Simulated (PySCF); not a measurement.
## [Eu(NH2)3]−: from a saddle point downhill

PySCF 2.14.0, RKS PBE0, Eu lcecp-0-SVP with ECP53, N def2-SVP, H def2-SVP; non-relativistic Hamiltonian with scalar-relativistic core potentials where named; density fitting; no spin-orbit coupling. Relaxed within the symmetry of its start, the geometry (D3h) is

```xyz
10

Eu    0.0000    0.0000    0.0000
N     2.4536    0.0000    0.0000
H     3.0965    0.0000    0.7986
H     3.0965    0.0000   -0.7986
N    -1.2268    2.1249    0.0000
H    -1.5483    2.6816    0.7986
H    -1.5483    2.6816   -0.7986
N    -1.2268   -2.1249    0.0000
H    -1.5482   -2.6817    0.7986
H    -1.5482   -2.6817   -0.7986
```

and its lowest harmonic modes are -322, -322, -302, 56, 87, 87 cm⁻¹ (negative: unstable). It was moved along the lowest mode and relaxed again, within the group C2 that the move left.

(1) Where does it end, and how much lower?

(2) How do the contacts change?

(3) Is the end a minimum?

An lcecp potential fixes the number of 4f electrons, so in runs with it no electron can move into or out of that shell.

State: singlet in the valence, with the 4f electrons in the core potential.

Answers

(1) In C2, 0.423 eV lower, after 35 steps:
```xyz
10

Eu   -0.0056    0.0097    0.0000
N     2.4170   -0.0065   -0.2079
H     3.0365   -0.8234   -0.2275
H     3.0667    0.7778   -0.3241
N    -1.2207    2.1142    0.0006
H    -2.2314    2.2672   -0.0713
H    -0.8478    3.0660    0.0730
N    -1.2028   -2.0965    0.2072
H    -2.2069   -2.2671    0.3237
H    -0.8051   -3.0415    0.2263
```

(2) 
```json
{"contact": "Eu1–N2 (NH2)", "saddle (Å)": "2.454", "end (Å)": "2.432"}
{"contact": "Eu1–N5 (NH2)", "saddle (Å)": "2.454", "end (Å)": "2.430"}
{"contact": "Eu1–N8 (NH2)", "saddle (Å)": "2.454", "end (Å)": "2.432"}
```


(3) Yes; lowest modes 43, 68, 73, 140, 161, 173 cm⁻¹.
